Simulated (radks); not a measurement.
Sn V, 46 electrons, occupied as [Kr] 4d10 (the NIST ground configuration).

All-electron calculation, scalar-relativistic Kohn-Sham, r2SCAN, spin-polarised, spherical densities, finite nucleus; meta-GGA in the generalised Kohn-Sham scheme; Fermi nuclear charge, rms radius 4.6519 fm. Program: a radial shooting solver on a logarithmic mesh with Libxc functionals.

Energy parts (Ry):
part                        energy
total                 -12348.99978
kinetic                12893.53589
electron-nucleus      -29717.26855
Hartree                 4803.30773
exchange-correlation    -328.57485

Orbitals (lengths in bohr, moments of r in powers of bohr; <r^-3> diverges for s and p1/2; r(90%) holds 90 % of the orbital's charge):
| orbital | occ. | eigenvalue (Ry) | <r^-3> | r(90%) |
|---|---|---|---|---|
| 1s | 2 | -2139.556 | - | 0.0522 |
| 2s | 2 | -326.7910 | - | 0.194 |
| 2p | 6 | -293.4628 | 4697 | 0.178 |
| 3s | 2 | -66.04242 | - | 0.498 |
| 3p | 6 | -55.07128 | 873.2 | 0.506 |
| 3d | 10 | -38.21504 | 119.5 | 0.495 |
| 4s | 2 | -13.21046 | - | 1.19 |
| 4p | 6 | -9.88107 | 154.7 | 1.30 |
| 4d | 10 | -5.01644 | 15.05 | 1.64 |
| 5s | 0 | -3.32070 | - | 2.91 |
| 5p | 0 | -2.56523 | 21.24 | 3.38 |

The highest occupied level is 4d at -68.252 eV. The density falls to 0.001 e/bohr^3 at r = 2.75 bohr. The electron density at the nucleus is 1.964e+05 e/bohr^3 (large components only). Summed over all electrons, <r^2> = 22.54 bohr^2, which gives a Langevin (diamagnetic) susceptibility term of -17.9 x 10^-6 cm^3/mol. For comparison, the ionisation energy in NIST's Atomic Spectra Database is 77.03 eV (measured). In exact Kohn-Sham theory the highest level is minus the ionisation energy, but local and semilocal functionals leave it too shallow, through self-interaction and a potential that decays too fast; potentials with the right tail come closer.
